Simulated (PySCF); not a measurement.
**Electron correlation in B(2+) (boron, charge +2)**

[He] 2s1, 2S determinant. All numbers are calculated (PySCF 2.14, scalar relativity by spin-free X2C-1e, in x2c-QZVPPall with one added diffuse shell each of s, p, d, f type (8s5p4d3f1g, 73 functions)). Frozen: nothing; 3 electrons correlated.

```
  level  correlation energy (mhartree)
   CCSD                         -18.68
    (T)                          -0.01
CCSD(T)                         -18.69
```

Diagnostics: T1 = 0.00068, D1 = 0.0012, largest double amplitude 0.008.

Is a single reference adequate?

Yes: T1 lies below 0.03 and no double amplitude reaches 0.07.

This basis was not built for core-valence correlation, so the inner-shell part is incomplete.
